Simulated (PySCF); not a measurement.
Below is a simulated gas-phase F 1s photoelectron spectrum of `FB(F)CCC(F)(F)F`.

Every computed line was given a Gaussian of 0.6 eV full width at half maximum and an area set by the number of equivalent atoms; the highest printed point is 100. Computed, not measured: delta-SCF UKS SCAN, pcX-2 on the ionised atom, pcseg-1 elsewhere, spin-free X2C in PySCF.

binding energy (eV), intensity and a bar:
```
    693.0          0 
    693.1          0 
    693.2          1 
    693.3          4 #
    693.4          9 ###
    693.5         20 ######
    693.6         36 ###########
    693.7         57 #################
    693.8         79 ########################
    693.9         95 #############################
    694.0        100 ##############################
    694.1         91 ###########################
    694.2         72 ######################
    694.3         50 ###############
    694.4         30 #########
    694.5         15 #####
    694.6          7 ##
    694.7          3 #
    694.8          1 
    694.9          0
```

Count the maxima, the lines and the sites behind this envelope.

The curve has 1 maximum (at 694.0 eV). Under it lie 2 lines from 2 inequivalent fluorine sites. At this width some lines have no maximum of their own.

Decompose the envelope and assign each component. Numbering: `[F:1][B:2]([F:3])[CH2:4][CH2:5][C:6]([F:7])([F:8])[F:9]`.

```
position (eV)  relative area  line     atoms              environment
       693.88              2  F 1s     F1/F3     boron-bound fluorine
       694.05              3  F 1s  F7/F8/F9  fluorine of a CF3 group
```

What are the centre and the root-mean-square width of the whole band?

The area-weighted mean of the lines is 693.98 eV. Their own spread about it is 0.08 eV (rms) and each Gaussian has σ = 0.6/2.355 = 0.25 eV; the variances add, which gives 0.27 eV.

The 2 F 1s values lie within 0.17 eV of each other; Gaussian lines of 0.5 eV full width would blend them into one maximum.

No satellites, vibrations or lifetime broadening are included. One atom of each set of topologically equivalent atoms was ionised and stands for the set; in this conformer not all members are related by symmetry, and their own values weren't computed. The structure is a single PBE0-D3(BJ)/def2-SVP conformer in the gas phase; no vibrational or solvent corrections.

Time: 61 s; peak memory 0.58 GiB. Hardware: an Arm Neoverse V1 with one thread, no GPU, shared host with 32 logical CPUs at a one-minute load of 24.

Conformer computed: `[F:1][B:2]([F:3])[CH2:4][CH2:5][C:6]([F:7])([F:8])[F:9]`: F1–B2–C4–C5 177°, B2–C4–C5–C6 178°, C4–C5–C6–F7 -61°.
